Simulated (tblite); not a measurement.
Input of a run (GFN2-xTB geometry optimisation, gas phase (tblite 0.8.0)), started from a force field or distance geometry:
```
{"job": {"kind": "relax", "xc": "GFN2-xTB", "basis": "xTB"}, "charge": 0, "multiplicity": 2}
C      2.874300     0.323000    -1.055000
C      1.664300     0.193100    -0.233300
C      0.696100     0.075200     0.463200
C     -0.492200    -0.047300     1.272500
N     -1.304400    -1.224700     0.874900
C     -2.387900    -0.416500     0.260800
C     -1.659800     0.751800     0.833800
N     -2.014500     2.131000     1.004400
H      3.773300     0.342000    -0.434800
H      2.947100    -0.511900    -1.749700
H      2.828900     1.250700    -1.636600
H     -0.314300    -0.008300     2.360700
H     -0.834900    -1.840800     0.221300
H     -3.370700    -0.592300     0.680100
H     -2.409600    -0.417100    -0.826800
```

Output (eV, eV/Å):
```
step      E/eV     max force
  0    -599.20768   10.564
  1    -600.58209    4.722
  2    -600.64119    2.904
  3    -600.71021    1.074
  4    -600.69002    2.507
  5    -600.73557    0.264
  6    -600.74173    0.210
  7    -600.75206    0.240
  8    -600.75477    0.183
  9    -600.75925    0.103
 10    -600.76047    0.081
 11    -600.76145    0.071
 12    -600.76208    0.069
 13    -600.76270    0.059
 14    -600.76319    0.063
 15    -600.76369    0.062
 16    -600.76415    0.063
 17    -600.76452    0.062
 18    -600.76481    0.048
 19    -600.76510    0.052
 20    -600.76540    0.053
 21    -600.76569    0.052
 22    -600.76591    0.047
 23    -600.76610    0.043
 24    -600.76634    0.053
 25    -600.76664    0.052
 26    -600.76693    0.065
 27    -600.76718    0.058
 28    -600.76740    0.045
 29    -600.76762    0.046
 30    -600.76783    0.042
 31    -600.76802    0.044
 32    -600.76819    0.038
 33    -600.76840    0.038
 34    -600.76867    0.057
 35    -600.76895    0.053
 36    -600.76919    0.051
 37    -600.76937    0.046
 38    -600.76950    0.031
 39    -600.76960    0.032
 40    -600.76968    0.023
 41    -600.76974    0.024
 42    -600.76979    0.021
 43    -600.76985    0.027
 44    -600.76990    0.021
 45    -600.76993    0.010
```

Q: Summarise the run.

A: The energy falls by 150.7 kJ/mol over 45 L-BFGS steps, the largest force on an atom goes from 10.56 to 0.010 eV/Å, and the atoms move by 0.095 Å rms after alignment. The bond that changes most is C7=N8 (ends: carbon bonded to 2 C and N; nitrogen bonded to C), which shortens by 0.235 Å. Bonds longer at the end by more than 0.005 Å: 5 of 15; shorter: 7. Among the angles that change most is C4–C7–C6, from 94.4° to 85.3°. Among the dihedrals that turn most is C3–C4–C7–N8, from -81° to -68°. The energy rose by more than 1e-5 eV at step 4. The first step brought 88 % of the lowering.

Q: What are the final bond lengths?

A: C1–C2 1.442 Å, C2≡C3 1.204 Å, C3–C4 1.428 Å, C4–N5 1.464 Å, N5–C6 1.463 Å, C6–C7 1.521 Å, C7=N8 1.199 Å, C4–C7 1.593 Å, C1–H9 1.089 Å, C1–H10 1.090 Å, C1–H11 1.090 Å, C4–H12 1.094 Å, N5–H13 1.013 Å, C6–H14 1.093 Å, C6–H15 1.095 Å. Numbering counts from 1 in the input's order; the species is `CC#C[C@@H]1NCC1=[N]` [radical].

GFN2-xTB frequencies show an imaginary mode (31i cm⁻¹), so the point is no minimum at that level. 2 starts were optimised and ended at 0.00 and 1.48 kcal/mol (GFN2-xTB); the lowest of these is shown.

These are computed values.
